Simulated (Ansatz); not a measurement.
Frontier orbitals of C$_{2}$H$_{9}$AlN$_{2}$ (`C[CH2][Al]([NH2])[NH2]`).

The species carries charge 0 and has multiplicity 1. All single points use the PBE0-D4/def2-TZVP geometry. It is one conformer, not always the lowest. Basis def2-TZVPP, Ansatz.

Orbital energies of one run (eV). Highest occupied ones, from the top: -5.34, -5.98, -6.19, -7.99, -8.54, -8.86, -9.68, -10.38, -10.52, -11.18, -11.43, -14.59, -18.18, -19.91. Empty: -0.45, 0.26, 0.47, 0.90, 1.75, 2.00.

Which functional gave them?
A. PBE
B. r2SCANh
C. BHLYP
D. ωB97X-V

A. HOMO energies: PBE -5.34, ωB97X-V -9.24, r2SCANh -6.17, BHLYP -8.07 eV.
